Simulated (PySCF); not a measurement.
Several compounds and their computed core spectra got separated.

Computed with delta-SCF UKS SCAN, pcX-2 on the ionised atom, pcseg-1 elsewhere, spin-free X2C (PySCF 2.14.0). Geometries: PBE0-D3(BJ)/def2-SVP; isolated species, one conformer each.

Line lists (1s up to Mg, 2p3/2 beyond, nothing for Se; areas count atoms within a level, one atom standing for each set equivalent by bonding):
1. C 1s: 290.64 (area 1), 290.66 (area 1), 290.70 (area 1), 290.81 (area 1), 291.00 (area 1), 291.10 (area 1), 291.48 (area 1), 291.90 (area 1) eV; N 1s: 404.53 eV
2. C 1s: 291.04 (area 3), 291.63 (area 1), 292.78 (area 1) eV; N 1s: 405.91 eV
3. C 1s: 289.85 (area 1), 290.55 (area 2), 290.94 (area 1), 291.03 (area 1), 292.23 (area 1), 292.50 (area 1) eV; N 1s: 404.88 eV

Structures:
A. `CC1=CC=CC=C1C#N`
B. `[C-]#[N+]C(C)(C)C`
C. `C=C([Se]CC#N)C(C)C`

Question: Which list belongs to which compound?

Answer: 
- 1 = A: no other candidate has these counts of sites. C 1s: 290.64 aromatic CH carbon, 290.66 aromatic CH carbon, 290.70 aromatic CH carbon, 290.81 aromatic CH carbon, 291.00 substituted aromatic carbon, 291.10 benzylic-type carbon, 291.48 substituted aromatic carbon, 291.90 nitrile carbon; N 1s: 404.53 nitrile nitrogen.
- 2 = B: no other candidate has these counts of sites. C 1s: 291.04 methyl carbon (×3), 291.63 isocyanide carbon, 292.78 sp3 carbon bound to nitrogen; N 1s: 405.91 isocyanide nitrogen.
- 3 = C: no other candidate has these counts of sites. C 1s: 289.85 terminal =CH2 carbon, 290.55 methyl carbon (×2), 290.94 fully substituted alkene carbon, 291.03 allylic carbon, 292.23 nitrile carbon, 292.50 sp3 carbon bound to selenium; N 1s: 404.88 nitrile nitrogen.

4 of these hole states are spin-contaminated (⟨S²⟩ up to 0.86, against 0.75; counted from 0.85) and less certain.
